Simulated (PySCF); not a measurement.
CaCl₂, charge -1, doublet, geometry from GFN2-xTB (such geometries of metal compounds can be far from the true shape) (a state made from the parent by changing its charge; the spin is typed, not shown lowest) (in this run its highest filled SCF level lies above zero, so its values depend strongly on the basis, on diffuse functions most of all), atoms displaced at random by about 0.03 Å a coordinate; PBE/def2-SVP, gradient (PySCF).

Here is a job for PySCF.
```python
from pyscf import gto, scf, dft

mol = gto.M(
    atom='''
Ca    0.44125296   -0.56334252    0.41755587
Cl    1.38253298    0.72594878   -1.85286445
Cl   -1.94670370   -0.11012264    1.36714138
''',
    basis='def2-svp',
    charge=-1,
    spin=1,
    verbose=4,
)

mf = dft.UKS(mol)
mf.xc = 'pbe'
mf.grids.level = 5
mf.kernel()
g = mf.nuc_grad_method()
g.grid_response = False
grad = g.kernel()
```

Output, abridged:

```
PySCF version 2.14.0

[INPUT] verbose = 4
[INPUT] num. atoms = 3
[INPUT] num. electrons = 55
[INPUT] charge = -1
[INPUT] spin (= nelec alpha-beta = 2S) = 1
[INPUT] symmetry False subgroup None
[INPUT] Mole.unit = angstrom
[INPUT] Symbol           X                Y                Z      unit          X                Y                Z       unit  Magmom
[INPUT]  1 Ca     0.441252960000  -0.563342520000   0.417555870000 AA    0.833847246054  -1.064563077122   0.789066236004 Bohr   0.0
[INPUT]  2 Cl     1.382532980000   0.725948780000  -1.852864450000 AA    2.612608690379   1.371844374662  -3.501406356443 Bohr   0.0
[INPUT]  3 Cl    -1.946703700000  -0.110122640000   1.367141380000 AA   -3.678736838677  -0.208101629714   2.583522781760 Bohr   0.0

nuclear repulsion = 166.267829737799
number of shells = 26
number of NR pGTOs = 133
number of NR cGTOs = 60
basis = def2-svp
ecp = {}

******** <class 'pyscf.dft.uks.UKS'> ********
method = UKS
initial guess = minao
damping factor = 0
level_shift factor = 0
DIIS = <class 'pyscf.scf.diis.CDIIS'>
diis_start_cycle = 1
diis_space = 8
diis_damp = 0
SCF conv_tol = 1e-09
SCF conv_tol_grad = None
SCF max_cycles = 50
direct_scf = True
direct_scf_tol = 1e-13
number electrons alpha = 28  beta = 27
XC library pyscf.dft.libxc version 7.1.2
    S. Lehtola, C. Steigemann, M. J. T. Oliveira, and M. A. L. Marques,  SoftwareX 7, 1–5 (2018)
XC functionals = pbe
    J. P. Perdew, K. Burke, and M. Ernzerhof,  Phys. Rev. Lett. 77, 3865 (1996)
    J. P. Perdew, K. Burke, and M. Ernzerhof,  Phys. Rev. Lett. 78, 1396 (1997)
    J. P. Perdew, K. Burke, and M. Ernzerhof,  Phys. Rev. Lett. 77, 3865 (1996)
    J. P. Perdew, K. Burke, and M. Ernzerhof,  Phys. Rev. Lett. 78, 1396 (1997)
radial grids:
    Treutler-Ahlrichs [JCP 102, 346 (1995); DOI:10.1063/1.469408] (M4) radial grids

becke partition: Becke, JCP 88, 2547 (1988); DOI:10.1063/1.454033
pruning grids: <function nwchem_prune>
grids dens level: 5
symmetrized grids: False
atomic radii adjust function: <function treutler_atomic_radii_adjust>
small_rho_cutoff = 0
Set gradient conv threshold to 3.16228e-05
tot grids = 130832
init E= -1596.9617097607

cycle= 1 E= -1597.12330923683  delta_E= -0.162  |g|= 0.347  |ddm|= 1.45
cycle= 2 E= -1596.8473003269  delta_E= 0.276  |g|= 0.734  |ddm|= 1.65
cycle= 3 E= -1597.20272968836  delta_E= -0.355  |g|= 0.0845  |ddm|= 1.22
cycle= 4 E= -1597.20917837454  delta_E= -0.00645  |g|= 0.0309  |ddm|= 0.366
cycle= 5 E= -1597.20982137257  delta_E= -0.000643  |g|= 0.00667  |ddm|= 0.0422
cycle= 6 E= -1597.20986384523  delta_E= -4.25e-05  |g|= 0.00225  |ddm|= 0.0213
cycle= 7 E= -1597.2098671877  delta_E= -3.34e-06  |g|= 0.000386  |ddm|= 0.00398
cycle= 8 E= -1597.20986729207  delta_E= -1.04e-07  |g|= 0.000132  |ddm|= 0.00101
cycle= 9 E= -1597.20986730261  delta_E= -1.05e-08  |g|= 3.15e-05  |ddm|= 0.000182
cycle= 10 E= -1597.2098673034  delta_E= -7.85e-10  |g|= 6.05e-06  |ddm|= 7.37e-05
Extra cycle  E= -1597.20986730338  delta_E= 1.75e-11  |g|= 8.53e-06  |ddm|= 2.64e-05
converged SCF energy = -1597.20986730338  <S^2> = 0.75035477  2S+1 = 2.0003547

******** <class 'pyscf.grad.uks.Gradients'> for <class 'pyscf.dft.uks.UKS'> ********
unit = Eh/Bohr
grid_response = False
--------------- UKS gradients ---------------
         x                y                z
0 Ca     0.0057688257    -0.0148172129     0.0154307757
1 Cl     0.0065795159     0.0114708152    -0.0190510322
2 Cl    -0.0123320810     0.0033235964     0.0036247023
----------------------------------------------
```
